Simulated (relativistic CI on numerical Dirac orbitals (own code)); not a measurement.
## One change at a time: Pb81+

Base calculation: Dirac-Coulomb-Breit CI, orbitals from a KLI potential per configuration, model QED.

Configurations in the expansion: 1s, 2s, 2p, 3s, 3p, 3d, 4s, 4p, 4d, 4f, 5s, 5p, 5d, 5f, 5g, 6s, 6p, 6d. Levels of other configurations are missing.

Variants: (1) QED terms removed; (2) non-relativistic limit. Shifts of the energy above 1s ²S1/2, in eV, for the lowest level and the first level of each name with at least 55 % of one term (blank where a level changes its place among those of its configuration and J or its character, or is not in the variant):

```
    Level     Base    Δ(1)     Δ(2)
 1s ²S1/2      0.0     0.0      0.0
2p ²P°1/2  75283.1  +172.1  -6678.5
 2s ²S1/2  75321.6  +144.1  -6716.0
2p ²P°3/2  77936.1  +170.5  -9331.5
3p ²P°1/2  90064.1  +175.7  -8753.3
 3s ²S1/2  90075.5  +167.4  -8764.5
 3d ²D3/2  90853.1  +177.0  -9542.4
3p ²P°3/2  90855.0  +175.2  -9544.2
 3d ²D5/2  91069.2  +176.6  -9758.4
4p ²P°1/2  95121.4  +176.5  -9363.5
 4s ²S1/2  95126.1  +173.1  -9368.1
 4d ²D3/2  95451.2  +177.0  -9693.3
4p ²P°3/2  95451.9  +176.3  -9694.0
4f ²F°5/2  95542.8  +177.1  -9784.8
 4d ²D5/2  95543.0  +176.8  -9785.1
4f ²F°7/2  95586.8  +177.0  -9828.9
5p ²P°1/2  97414.2  +176.8  -9597.8
 5s ²S1/2  97416.6  +175.0  -9600.2
 5d ²D3/2  97581.4  +177.0  -9765.1
5p ²P°3/2  97581.8  +176.6  -9765.5
5f ²F°5/2  97628.4  +177.1  -9812.0
 5d ²D5/2  97628.5  +176.9  -9812.2
```
